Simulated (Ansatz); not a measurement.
A nudged elastic band was laid between two geometries of CH$_{4}$OSSi (8 atoms, charge 0, multiplicity 1).

Level of theory: RKS BHLYP-D4/def2-SVPD in Ansatz 0.2.0.

- movable images: 5
- climbing image: yes
- spring: 5.0 eV/Å²
- optimiser: quadratic models (default)
- start path: through a guess of the saddle point
- force threshold: 0.05 eV/Å
- iteration limit: 60
- end points: relaxed

First end point:

```xyz
8
Properties=species:S:1:pos:R:3
C -0.137 1.083 0.179
Si 0.325 -0.645 -0.269
O 0.006 -1.858 0.829
S -1.115 -2.135 -0.548
H 0.632 1.521 0.822
H -0.214 1.704 -0.718
H -1.091 1.099 0.706
H 1.593 -0.769 -1.001
```

Last end point:

```xyz
8
Properties=species:S:1:pos:R:3
C -0.197 1.192 0.153
Si 0.616 -0.074 -1.000
O 0.489 -1.531 0.319
S -0.924 -1.742 -0.754
H 0.565 1.854 0.580
H -0.878 1.823 -0.429
H -0.766 0.734 0.964
H 1.096 -2.256 0.167
```

**Question.** What changes between the two ends?

**Answer.** Bonds broken: Si2–H8. Bonds formed: O3–H8.

**Question.** What energy profile does the band end with?

**Answer.** The run converged. The highest image is number 3 of 0 to 6, 2.89 eV above the first end and 1.65 eV above the last; the last end lies 1.24 eV above the first. Neighbouring images differ by up to 2.0 eV, so the band resolves the path poorly. A vibrational analysis at the climbing image gives one clearly imaginary mode, 1659i cm⁻¹: a first-order saddle point. The orbitals stay closed-shell, which can raise the energy where a bond breaks towards radicals; this wasn't checked here.

```
image  path coordinate (Å)  energy (eV)  Si2–H8 (Å)  O3–H8 (Å)
    0                 0.00         0.00        1.47       2.66
    1                 0.67         0.02        1.47       2.63
    2                 1.35         0.90        1.45       2.09
    3                 2.02         2.89        1.60       1.35
    4                 2.44         1.87        1.94       1.00
    5                 2.85         1.33        2.32       0.96
    6                 3.27         1.24        2.52       0.96
```

**Question.** What is the geometry of the highest image?

**Answer.** 
```xyz
8
Properties=species:S:1:pos:R:3
C -0.157 1.190 0.141
Si 0.466 -0.371 -0.677
O 0.217 -1.838 0.495
S -1.031 -1.903 -0.704
H 0.671 1.765 0.562
H -0.678 1.823 -0.583
H -0.857 0.920 0.935
H 1.369 -1.587 -0.169
```

The band took 9 iterations and of the order of 2.1 core-minutes.

The run took 65 s on 2 threads of AMD EPYC 9B45 (Zen 5) (shared host), peak memory 0.31 GiB.
